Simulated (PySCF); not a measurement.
Atoms are numbered as in `[N:1]#[C:2][C:3]1=[CH:4][CH:5]=[CH:6][SiH2:7]1` (H(Xn): hydrogen on atom n).

Geometry: PBE0-D3(BJ)/def2-SVP; GIAO shifts from PySCF 2.14.0 with density-fitted response routines, gas phase, non-relativistic, averaged over equivalent atoms.

At B97-2/pcSseg-1 (151 basis functions, 19 s wall time on 1 thread of an Arm Neoverse N1, shared host):
```csv
atoms,δ (ppm)
N1,325.2
C4,164.9
C5,153.6
C6,136.4
C2,119.5
C3,114.8
Si7,-33.6
H(C4),7.49
H(C5),7.23
H(C6),6.50
H(Si7),4.65
```

Scale: NH3 for 15N (σ = 262.91 ppm); 13C (σ = 183.69 ppm) and 29Si (σ = 357.41 ppm) and 1H (σ = 31.38 ppm) against TMS (reference shieldings calculated alike).

Question: Estimate the result of repeating the calculation with PBE0/pcSseg-2.

Answer: 
```csv
atoms,δ at PBE0/pcSseg-2,change
N1,331.1,+5.9
C4,173.3,+8.4
C5,161.1,+7.5
C6,144.2,+7.8
C2,124.4,+4.9
C3,122.7,+7.9
Si7,-35.7,-2.1
H(C4),7.84,+0.35
H(C5),7.52,+0.29
H(C6),6.67,+0.17
H(Si7),4.76,+0.11
```

Shifts are taken against calculated references (same method and geometry level): 15N (σref 261.69) against NH3; TMS for 13C (σref 184.13) and 29Si (σref 341.29) and 1H (σref 31.25).

The largest change is at C4 (alkene CH). Cost: 329 basis functions, 55 s wall time on 1 thread of an Arm Neoverse V2, shared host. The order of the carbon signals is the same at both levels.

Experimental scales use liquid or dissolved standards, which lie at an offset from isolated NH3 (liquid NH3: subtract about 20 ppm). Unscaled 15N shifts of sp2 nitrogen come out 20 to 40 ppm too high even then.
